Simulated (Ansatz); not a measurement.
## A cut through the energy surface

CH₂FI (SMILES FCI), singlet, at its PBE0-D4/def2-TZVP minimum:

| atom | x (Å) | y (Å) | z (Å) |
| --- | --- | --- | --- |
| F1 | 1.1963 | 0.7109 | -0.1755 |
| C2 | 0.1606 | -0.1141 | 0.1034 |
| I3 | -1.6323 | 0.5479 | -0.8642 |
| H4 | 0.3681 | -1.1120 | -0.2772 |
| H5 | -0.0427 | -0.1062 | 1.1722 |

The angle I3–C2–H5 (106.6° at the minimum) is set to the values below, I3, with anything bonded beyond it, turning rigidly in the plane of the angle. Each method's energies count from its own value at the PBE0-D4 minimum structure. Ansatz 0.2.0; basis: def2-TZVPP; cores frozen in the correlated methods. Filled d shells of the heavier atoms are correlated. Core potentials replace the inner electrons of the atoms past krypton. The def2 sets are not built for correlating such inner shells, so the correlated values are less sure here. B3LYP uses VWN-RPA correlation.

CCSD(T) energies along the scan:
```
angle (°)  CCSD(T) (eV)
     76.6         0.882
     84.1         0.484
     91.6         0.212
     99.1         0.053
    106.6         0.000
    114.1         0.050
    121.6         0.201
    129.1         0.457
    136.6         0.822
```
They count from the CCSD(T) energy at the PBE0-D4 minimum.

Minimum and curvature along this coordinate at CCSD(T): A fifth-order fit through the nearest points gives 106.7°, with a curvature of about 1.8 meV/deg².

Largest difference from the CCSD(T) curve over the scan: r2SCAN-D4 0.009; PBE0-D4 0.017; B3LYP-D4 0.009; MP2 0.014 eV. Each curve counts from its own value at the minimum.

T1 diagnostic: at most 0.011.

For scale, one of the runs: CCSD(T)/def2-TZVPP, 140 basis functions (an equivalent command: `ansatz run in.yaml --threads 2`). The run took 20 s on 2 CPU threads (shared host), with 1 GiB of host memory at its peak.
